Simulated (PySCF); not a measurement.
Fine-structure interval of Bi²⁺ by level of theory

Bi²⁺ [Xe] 4f14 5d10 6s2 6p1 [6p1/2^1, M_J = 1/2] → Bi²⁺ [Xe] 4f14 5d10 6s2 6p1 [6p3/2^1, M_J = 3/2], as a difference of total energies. Calculation: PySCF 2.14, in x2c-SVPall-2c (7s11p7d2f, 89 functions); the two-component X2C-1e Hamiltonian. Correlated levels: [Kr] 4d10 4f14 frozen; the 22 highest virtual spinors dropped. "Screened" scales the spin-orbit matrix elements by Boettger's factors to mimic the two-electron term; Breit and QED terms are absent.

```csv
method,fine-structure interval (cm⁻¹)
GHF (screened spin-orbit),22039
GMP2 (screened spin-orbit),19902
GHF (bare spin-orbit),22642
```
